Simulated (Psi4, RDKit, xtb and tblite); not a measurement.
Two geometries of SMILES c1(C2CC2)ccccc1, relaxed at GFN2-xTB with one dihedral held; other torsions can differ between them too.

Structure A

```
19

C      2.7738     0.3019     0.2546
C      1.9643    -0.6343     0.8745
C      0.6006    -0.6322     0.6469
C      0.0170     0.3049    -0.2011
C     -1.4434     0.2661    -0.4304
C     -2.2287     1.5145    -0.7348
C     -2.0094     0.5024    -1.8081
C      0.8428     1.2377    -0.8219
C      2.2066     1.2366    -0.5944
H      3.8393     0.3026     0.4308
H      2.3969    -1.3699     1.5372
H     -0.0246    -1.3670     1.1351
H     -1.9504    -0.4811     0.1693
H     -3.2152     1.6052    -0.3056
H     -1.6945     2.4505    -0.7880
H     -2.8435    -0.1049    -2.1255
H     -1.3156     0.7354    -2.6014
H      0.4227     1.9741    -1.4910
H      2.8312     1.9700    -1.0843
```

Structure B

```
19

C      2.7955     0.3252     0.2327
C      2.0401    -0.6550     0.8522
C      0.6709    -0.7070     0.6627
C      0.0304     0.2177    -0.1553
C     -1.4310     0.2036    -0.3935
C     -2.0774    -1.0106    -1.0160
C     -2.3998    -0.6308     0.3927
C      0.8013     1.2026    -0.7678
C      2.1697     1.2547    -0.5802
H      3.8642     0.3653     0.3834
H      2.5195    -1.3832     1.4909
H      0.1036    -1.4844     1.1520
H     -1.8068     1.1584    -0.7450
H     -2.8235    -0.8619    -1.7815
H     -1.4525    -1.8765    -1.1757
H     -3.3691    -0.2021     0.5994
H     -2.0289    -1.2505     1.1934
H      0.3192     1.9342    -1.4013
H      2.7496     2.0251    -1.0677
```

Problem. Which is lower in energy at the level Psi4 with B3LYP-D3(BJ)/def2-SVP // GFN2-xTB, and by how much?

Solution. A is lower, by 0.47 kcal/mol (dihedral C3–C4–C5–C6: 150° in A, -60° in B).

E(B) − E(A) in kcal/mol at the other levels, on the same two geometries: GFN2-xTB (xtb and tblite) 0.68; MMFF94 // GFN2-xTB (RDKit) -0.17; B3LYP/def2-SVP // GFN2-xTB (Psi4) 0.39.
